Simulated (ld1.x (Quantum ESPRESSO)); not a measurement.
**Varying the RRKJ potential for gold**

Base potential:

ld1.x (Quantum ESPRESSO) 7.5 input, shortened:

```
&input
   title='Au', zed=79., rel=2, dft='PBE', iswitch=3,
   config='[Xe] 4f14 5d10 6s0 6p0', rel_dist='average'
 /
 &inputp
   pseudotype=2, tm=.false., lloc=2,
   nlcc=.false.
 /
3
5S  1  0   2.00   0.00  1.50  1.50  0.0
5P  2  1   6.00   0.00  1.65  1.65  0.0
5D  3  2  10.00   0.00  1.65  1.65  0.0
 &test
   configts(1)='5s2 5p6 5d10 6s0 6p0'
 /
```

Open shells are filled in proportion to 2j + 1 (rel_dist='average').

Cutoffs, loose and tight: the cutoffs (Ry, on a coarse ladder) from which the occupation-weighted sum of valence levels, in a spherical-Bessel basis at the reference potential, stays within 10 and 1 mRy of its value at 400 Ry. They do not see the model core or the augmentation charge, which bear on the density cutoff. Test errors are all-electron minus pseudo excitation energies from the reference, over the configurations 5s2 5p6 5d10 6s1 6p0; 5s2 5p6 5d9 6s0 6p0; 5s2 5p6 5d8 6s0 6p0; 5s2 5p6 5d9 6s2 6p0; 5s2 5p6 5d9 6s1 6p0; 5s2 5p6 5d10 6s0 6p1; 5s2 5p5 5d10 6s1 6p0. A dash means not determined; rows that change the core or the reference have their own tests.

| change | outcome | cutoff, loose | cutoff, tight | bound ghosts | largest test error (meV) |
| --- | --- | --- | --- | --- | --- |
| base | generated, misses its reference levels by 0.97 eV | 50 Ry | 80 Ry | none | -1090 |
| wave 5s (bound): rc 1.50 bohr becomes 5s (bound): rc 0.94 bohr | failed: compute_chi: n is too large | – | – | – | – |
| wave 5s (bound): rc 1.50 bohr becomes 5s (bound): rc 1.26 bohr | failed: compute_phi: phi has nodes before r_c | – | – | – | – |
| wave 5s (bound): rc 1.50 bohr becomes 5s (bound): rc 1.42 bohr | generated, misses its reference levels by 0.97 eV | 50 Ry | 90 Ry | none | -1269 |
| wave 5s (bound): rc 1.50 bohr becomes 5s (bound): rc 1.56 bohr | generated, misses its reference levels by 0.97 eV | 50 Ry | 80 Ry | none | -609 |
| wave 5s (bound): rc 1.50 bohr becomes 5s (bound): rc 1.82 bohr | generated, misses its reference levels by 0.97 eV | 45 Ry | 80 Ry | none | +2769 |
| wave 5s (bound): rc 1.50 bohr becomes 5s (bound): rc 2.06 bohr | generated, misses its reference levels by 0.97 eV | 45 Ry | 80 Ry | none | +4945 |
| wave 5s (bound): rc 1.50 bohr becomes 5s (bound): rc 2.20 bohr | generated, misses its reference levels by 0.97 eV | 45 Ry | 80 Ry | none | +4634 |

Reading the sweep of the s radius (base included, trends over the rows without a ghost): The loose cutoff stays near 45 Ry. The median size of the test errors (rows with all tests solved) is not monotonic: lowest 280.1 meV at 1.56 bohr, highest 2214.7 meV at 2.06 bohr. The generation fails at 0.94, 1.26 bohr.
